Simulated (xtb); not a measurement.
SiHF₂Cl, SMILES F[SiH](F)Cl. All values are semi-empirical tight-binding results from xtb (GFN2-xTB unless named), good for trends rather than for accurate numbers. The structure is a stationary point at GFN2-xTB.

```yaml
point_group_as_xtb_finds_it: Cs
orbital_gap: 7.25 eV
dipole_moment: 1.85 D
zero_point_energy: 9.6 kcal/mol
G − E(el) at 298.15 K (modified RRHO): -8.6 kcal/mol
static polarisability (D4 model): 52.3 bohr³
solvation energy, GFN2-xTB/ALPB(water): 0.9 kcal/mol
solvation energy, GFN2-xTB/ALPB(octanol): -0.8 kcal/mol
```
